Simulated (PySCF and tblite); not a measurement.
Values are calculated unless marked as measured or tabulated.
Rotation: stationary points, barriers and rates

System: C3H4ClF3, numbered as in [CH3:1][C@@:2]([F:3])([Cl:4])[CH:5]([F:6])[F:7].

Motion: rotation about the C2–C5 bond (torsion C1–C2–C5–F6 from 60° to 172°, rising). Geometries: PBE0-D3(BJ)/def2-SVP; energies: revPBE/pcSseg-1 + D3(BJ), IEF-PCM methanol; zero-point and thermal terms from GFN2-xTB harmonic modes (soft modes blended into free rotors). Rate constants are transition-state-theory values, counting equivalent paths, without tunnelling. Run with tblite and PySCF.

```
 point  symmetry  E(GFN2) kcal/mol  E(DFT) kcal/mol  ZPE change kcal/mol  lowest mode cm⁻¹  dipole D
 start        C1               0.0              0.0                 0.00                64      0.84
saddle        C1               3.6              4.8                 0.07               54i      1.88
   end        C1               2.4              1.1                 0.00                56      3.20
```

| Property | Result |
| --- | --- |
| Electronic barrier | 4.8 kcal/mol |
| Barrier with zero-point energy | 4.9 kcal/mol |
| ΔH‡ (298 K) | 4.3 kcal/mol |
| ΔS‡ (298 K, symmetry apart) | -4.3 cal/(mol K) |
| Paths | 1 equivalent path |
| End point | a different minimum |
| Mean lifetime of the start against this motion at 298 K | 2 ns |
| Cost | 2.3 min on 1 thread of Arm Neoverse V2, on a host shared with other jobs (rough), peak memory 0.63 GiB, launched as `OMP_NUM_THREADS=1 python ens_run.py task.json out` |

```csv
T/K,ΔG‡ kcal/mol,k s⁻¹,ΔG kcal/mol,k back s⁻¹
200,5.3,7.2×10⁶,1.1,1.1×10⁸
250,5.4,9.4×10⁷,1.1,8.4×10⁸
298,5.6,5×10⁸,1.1,3.1×10⁹
350,5.8,1.8×10⁹,1.1,8.6×10⁹
400,5.9,4.7×10⁹,1.1,1.8×10¹⁰
```

ΔG and ΔG‡ leave out symmetry numbers and mirror images; rates count paths: 1 out, 1 back.
